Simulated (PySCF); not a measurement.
Compound: C₂H₉PSi₂.
SMILES: `P1[SiH2]CC[SiH2]1`

Level of theory: PySCF 2.14.0, density-fitted response routines, TDDFT B3LYP/def2-SVPD, vertical, gas phase, core orbitals frozen in the response. One conformer (not necessarily the lowest) at the PBE0-D3(BJ)/def2-SVP geometry, without solvent, vibrations or thermal averaging.

Orbital energies (eV): HOMO-3 -8.83, HOMO-2 -8.28, HOMO-1 -8.01, HOMO -7.01, LUMO -0.53, LUMO+1 0.10, LUMO+2 0.18.

Lowest singlets, with some entries withheld (?).

```
state  E (eV)       f   main configurations (H = HOMO, L = LUMO)
   S1    5.47  0.0017                                  H→L (98%)
   S2    6.17   0.026                                H→L+1 (90%)
   S3    6.28   0.015                   H→L+2 (68%), H-1→L (27%)
   S4    6.60   0.062      H-1→L (36%), H→L+3 (36%), H→L+2 (14%)
   S5    6.75   0.074                   H→L+3 (52%), H-1→L (24%)
   S6       ?  0.0063                                H-2→L (93%)
   S7       ?  0.0048                                H→L+4 (96%)
   S8       ?   0.026                 H→L+5 (49%), H-1→L+1 (36%)
   S9       ?   0.071  H-1→L+1 (33%), H→L+5 (27%), H-1→L+2 (13%)
  S10       ?   0.047                                H→L+6 (74%)
```

(1) What stands in place of each question mark?

(2) What is the vertical ionisation energy by ΔSCF at this level?

(3) How far apart are S7 and S10, in eV and cm⁻¹?

(4) What is the mean static polarisability from the same response equations?

Results:

(1) 
- S6: E = 6.83 eV
- S7: E = 7.08 eV
- S8: E = 7.21 eV
- S9: E = 7.24 eV
- S10: E = 7.36 eV

(2) 9.09 eV; −ε(HOMO) is 7.01 eV.

(3) 7.363 − 7.080 = 0.283 eV, or about 2280 cm⁻¹.

(4) 104.7 au (15.51 Å³), with principal values 86.8, 109.6 and 117.6 au.
